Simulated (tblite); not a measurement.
C5H3BrNS (doublet state).
SMILES with atom numbers: `[SH:1][c:2]1[cH:3][n:4][c:5][c:6]([Br:7])[cH:8]1` (hydrogens: H9 on S1; H10 on C3; H11 on C8)
Bond orders are those of one Lewis drawing.

Computed with GFN2-xTB (tblite), gas phase: L-BFGS steps from a force-field or distance-geometry start until the largest atomic force falls under 0.01 eV/Å.

Step 6: E = -608.9075 eV
```
atom  x, y, z in Å  |  force x, y, z in eV/Å
S1     -2.4566    0.2548    0.6785   -0.112  -0.023  -0.043
C2     -0.7686   -0.1469    0.3284   -0.014  -0.026  -0.047
C3     -0.4306   -1.4767    0.0992    0.029  -0.034   0.028
N4      0.8328   -1.7734   -0.1535    0.001  -0.069   0.000
C5      1.7561   -0.8968   -0.1971    0.011  -0.009   0.024
C6      1.5389    0.4480    0.0238   -0.021  -0.025  -0.035
Br7     2.9222    1.7322   -0.0319    0.044   0.080   0.002
C8      0.2284    0.8245    0.2965   -0.005   0.011   0.005
H9     -2.4583    1.4576    0.1015    0.070   0.016   0.080
H10    -1.1509   -2.2800    0.1212   -0.017   0.024  -0.001
H11    -0.0079    1.8594    0.4925    0.014   0.055  -0.015
```

Step 7: E = -608.9088 eV
```
atom  x, y, z in Å  |  force x, y, z in eV/Å
S1     -2.4598    0.2523    0.6755   -0.079  -0.022  -0.045
C2     -0.7704   -0.1457    0.3271    0.028  -0.102  -0.042
C3     -0.4315   -1.4775    0.1005    0.015  -0.026   0.013
N4      0.8327   -1.7741   -0.1524   -0.035  -0.046   0.014
C5      1.7556   -0.8970   -0.1964    0.019   0.010   0.021
C6      1.5399    0.4487    0.0223   -0.041  -0.028  -0.019
Br7     2.9246    1.7364   -0.0317   -0.002   0.032   0.001
C8      0.2284    0.8245    0.2960    0.003   0.003  -0.008
H9     -2.4543    1.4574    0.1057    0.053   0.038   0.075
H10    -1.1536   -2.2821    0.1210    0.034   0.078   0.003
H11    -0.0063    1.8596    0.4914    0.006   0.063  -0.013
```

Step 8: E = -608.9099 eV
```
atom  x, y, z in Å  |  force x, y, z in eV/Å
S1     -2.4642    0.2495    0.6717   -0.015  -0.026  -0.057
C2     -0.7718   -0.1461    0.3252    0.042  -0.088  -0.017
C3     -0.4317   -1.4785    0.1020   -0.003  -0.022  -0.006
N4      0.8324   -1.7754   -0.1511   -0.031  -0.023   0.025
C5      1.7551   -0.8975   -0.1953    0.021   0.020   0.014
C6      1.5403    0.4489    0.0205   -0.052  -0.014   0.001
Br7     2.9268    1.7410   -0.0315   -0.053  -0.022   0.000
C8      0.2282    0.8247    0.2955   -0.003  -0.016  -0.023
H9     -2.4495    1.4579    0.1111    0.036   0.053   0.072
H10    -1.1556   -2.2827    0.1209    0.058   0.093   0.006
H11    -0.0046    1.8609    0.4900   -0.001   0.044  -0.014
```

Step 9: E = -608.9109 eV
```
atom  x, y, z in Å  |  force x, y, z in eV/Å
S1     -2.4681    0.2466    0.6673    0.045  -0.024  -0.069
C2     -0.7725   -0.1474    0.3233    0.030  -0.043   0.007
C3     -0.4317   -1.4798    0.1031    0.006   0.005  -0.021
N4      0.8323   -1.7769   -0.1496    0.001   0.003   0.028
C5      1.7548   -0.8980   -0.1941    0.009   0.015   0.009
C6      1.5398    0.4490    0.0189   -0.042  -0.005   0.016
Br7     2.9276    1.7445   -0.0314   -0.090  -0.062  -0.002
C8      0.2276    0.8246    0.2947   -0.019  -0.009  -0.028
H9     -2.4446    1.4593    0.1172    0.023   0.057   0.072
H10    -1.1566   -2.2818    0.1209    0.044   0.063   0.009
H11    -0.0031    1.8626    0.4886   -0.007   0.003  -0.020
```

**Question.** Estimate the geometry and energy of step 10. (The exact step hangs on the optimiser's Hessian estimate; all steps are aligned on step 9, rigid shifts and turns removed.)

**Answer.** E = -608.9121 eV, largest force 0.145 eV/Å
```
atom  x, y, z in Å  |  force x, y, z in eV/Å
S1     -2.4717    0.2427    0.6606    0.094  -0.016  -0.081
C2     -0.7730   -0.1495    0.3213    0.006   0.036   0.028
C3     -0.4312   -1.4811    0.1040    0.020   0.025  -0.031
N4      0.8325   -1.7786   -0.1473    0.044   0.020   0.025
C5      1.7545   -0.8985   -0.1924    0.000   0.003   0.005
C6      1.5385    0.4488    0.0173   -0.026   0.005   0.028
Br7     2.9268    1.7474   -0.0312   -0.114  -0.090  -0.005
C8      0.2263    0.8246    0.2932   -0.032  -0.004  -0.029
H9     -2.4384    1.4622    0.1260    0.011   0.053   0.075
H10    -1.1572   -2.2798    0.1211    0.015   0.008   0.011
H11    -0.0016    1.8645    0.4864   -0.018  -0.040  -0.027
```

The energy changes by -0.0012 eV. The first-order estimate −F·Δx gives -0.0016 eV and the mean of the old and new forces, exact on a quadratic surface, -0.0012 eV. The step makes an angle of 61° with the force vector and moves no atom by more than 0.011 Å.

What follows is the cost of the whole relaxation. The run took 0.99 s wall on Intel Xeon at 2.50 GHz, one thread, no GPU, shared host with 64 logical CPUs at a one-minute load of 59.
